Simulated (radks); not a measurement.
Problem. Coherent X-ray form factor from a spherical all-electron density. All-electron calculation, scalar-relativistic Kohn-Sham, PBE, spin-polarised, spherical densities, finite nucleus; Fermi nuclear charge, rms radius of each element as measured or else 0.836 A^(1/3) + 0.57 fm. Program: a radial shooting solver on a logarithmic mesh with Libxc functionals.

sin(theta)/lambda (1/angstrom)  f0 (electrons)
0.05                                    16.773
0.1                                     16.127
0.15                                    15.160
0.2                                     14.002
0.25                                    12.785
0.3                                     11.615
0.4                                      9.662
0.5                                      8.309
0.6                                      7.411
0.8                                      6.214
1                                        5.187
1.25                                     3.990
1.5                                      3.029
2                                        1.909

The species is in the configuration that NIST lists as its ground one. Which atom or ion scatters so?

Solution. The calcium ion Ca3+, [Ne] 3s2 3p5. Extrapolating in s^2 from the first two rows gives f0(0) = 17.0, near the electron count 17; among species with that count, the fall with angle is slower the higher Z, and the table is that of Z = 20; from so few rows the species is fixed only to a neighbour or two.
